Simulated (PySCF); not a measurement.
Species: AlEt2(SMe), C5H13AlS.
SMILES: `C[CH2][Al]([CH2]C)[S]C`

The closed-shell ground state was solved at several levels (PySCF, density fitting, gas phase, non-relativistic). Isolated species at its PBE0-D3(BJ)/def2-SVP geometry (one conformer only).

| level | basis functions | total energy (Eh) | HOMO (eV) | LUMO (eV) | gap (eV) | dipole (D) |
| --- | --- | --- | --- | --- | --- | --- |
| B3LYP/pcSseg-1 (pcSseg-2 on Al) | 217 | -839.0497 | -6.64 | -0.69 | 5.95 | 1.89 |
| CAM-B3LYP/def2-SVPD | 255 | -838.5813 | -8.17 | 0.39 | 8.56 | 1.87 |
| PBE/pcSseg-1 (pcSseg-2 on Al) | 217 | -838.4017 | -5.73 | -1.25 | 4.48 | 1.84 |

(1) What might PBE0/pcSseg-1 (pcSseg-2 on Al) (217 basis functions) give for the same quantities?

(2) Over all these levels, which gives the widest orbital gap and which the narrowest?

(3) In the pcSseg-1 (pcSseg-2 on Al) basis, how does the gap go with the fixed share of exact exchange?

(4) How far do the dipole and the HOMO energy spread over the levels?

Results:

(1) Total energy -838.4938 Eh, HOMO -6.89 eV, LUMO -0.52 eV, gap 6.37 eV, dipole 1.97 D.

(2) CAM-B3LYP/def2-SVPD (range-separated hybrid) has the widest, 8.56 eV, and PBE/pcSseg-1 (pcSseg-2 on Al) (GGA) the narrowest, 4.48 eV. Functional and basis both differ between the two, so the spread mixes both effects.

(3) PBE (0 %) 4.48 eV; B3LYP (20 %) 5.95 eV; PBE0 (25 %) 6.37 eV. Each rise in the share widens the gap here.

(4) The dipole runs from 1.84 to 1.97 D (mean 1.89 D) and the HOMO from -8.17 to -5.73 eV.
